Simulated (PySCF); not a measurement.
One entry of a table of gas-phase calculations, keyed by method.

```json
{
 "formula": "C7H8FN",
 "smiles": "[H]/N=C1/C[C@@H](F)[C@H](C#C)C1",
 "inchi": "InChI=1S/C7H8FN/c1-2-5-3-6(9)4-7(5)8/h1,5,7,9H,3-4H2/b9-6+/t5-,7-/m1/s1",
 "charge": 0,
 "multiplicity": 1,
 "geometry_level": "GFN2-xTB",
 "atoms_angstrom": [
  ["C", 2.333, -1.368, 1.061],
  ["C", 1.713, -0.682, 0.302],
  ["C", 0.94, 0.156, -0.595],
  ["C", 0.19, 1.25, 0.179],
  ["C", -1.131, 0.622, 0.564],
  ["N", -1.985, 1.014, 1.392],
  ["C", -1.328, -0.638, -0.237],
  ["C", -0.186, -0.665, -1.247],
  ["F", -0.579, -0.042, -2.417],
  ["H", 2.891, -1.966, 1.718],
  ["H", 1.602, 0.57, -1.362],
  ["H", 0.743, 1.605, 1.049],
  ["H", -0.012, 2.103, -0.474],
  ["H", -1.755, 1.873, 1.887],
  ["H", -1.272, -1.502, 0.426],
  ["H", -2.301, -0.645, -0.724],
  ["H", 0.129, -1.673, -1.534]
 ],
 "electronic_structure_code": "PySCF",
 "results": {
  "GFN2-xTB geometry": {
   "point_group": "C1",
   "rotational_constants_GHz": [2.02, 1.564, 1.101]
  },
  "wB97X-D/def2-SVPD ground state and vertical TDDFT (core frozen in the response)": {
   "dipole_D": 2.22,
   "homo_eV": -9.3,
   "lumo_eV": 1.39,
   "S1_eV": 5.2,
   "strongest_line_of_8_singlets_eV": 7.81,
   "T1_tda_eV": 4.54,
   "polarisability_au": 83.5,
   "r2_bohr2_about_centre_of_nuclear_charge": 1129.4,
   "singlets_eV_and_f": [
    [5.2, 0.003],
    [6.69, 0.001],
    [6.95, 0.002],
    [7.0, 0.002],
    [7.41, 0.041],
    [7.81, 0.213],
    [7.86, 0.037],
    [7.94, 0.011]
   ],
   "triplets_tda_eV": [4.54, 5.18, 5.62]
  }
 }
}
```

The polarisability is 12.37 Å³ as a volume (1 au = 0.148185 Å³), or 1.27 au for each of the 66 electrons. S1 lies 5.49 eV below the HOMO–LUMO gap; its leading configuration is HOMO→LUMO, weight 0.89. The principal polarisabilities are 73.6, 81.6 and 95.2 au; their mean is the isotropic value. A dipole of 2.22 D is allowed in C1, and pure rotational transitions are dipole-allowed.

One conformer stands for the species.
